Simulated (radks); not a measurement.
Problem. Radial electron density D(r) = 4 pi r^2 rho(r) of an atom or ion with 10 electrons. Calculated with a radial shooting solver on a logarithmic mesh with Libxc functionals: scalar-relativistic Kohn-Sham, PBE, spin-unpolarised, spherical densities, point nucleus.

```
   r/bohr * D(r) (the largest magnitude, 33.8, reaches the edge; | marks zero)
 0.005656 |      *
 0.007019 |         *
 0.008781 |             *
  0.01099 |                  *
  0.01363 |                        *
  0.01706 |                                *
  0.02134 |                                       *
   0.0267 |                                              *
  0.03314 |                                                   *
  0.04146 |                                                   *
  0.05186 |                                                *
  0.06437 |                                           *
  0.08053 |                                       *
   0.1007 |                                        *
    0.126 |                                              *
   0.1564 |                                                     *
   0.1957 |                                                      *
   0.2448 |                                             *
   0.3039 |                             *
   0.3802 |             *
   0.4756 |   *
    0.595 |*
   0.7385 *
   0.9239 *
```

What is the nuclear charge?

Solution. Z = 27. The innermost maximum, from 1s, lies near gamma/Z bohr with gamma = sqrt(1 - (Z/c)^2) = 0.980, here 0.0363 bohr (found: 0.0389), and its height grows with Z. The density is that of the cobalt ion Co17+ in [Ne]; the configuration itself is not fixed sharply by these data, and Z only to about a unit. D(r) has 2 maxima, at r = 0.0389, 0.181 bohr, and minima at 0.0879 bohr, inside which lie 2.14 electrons.
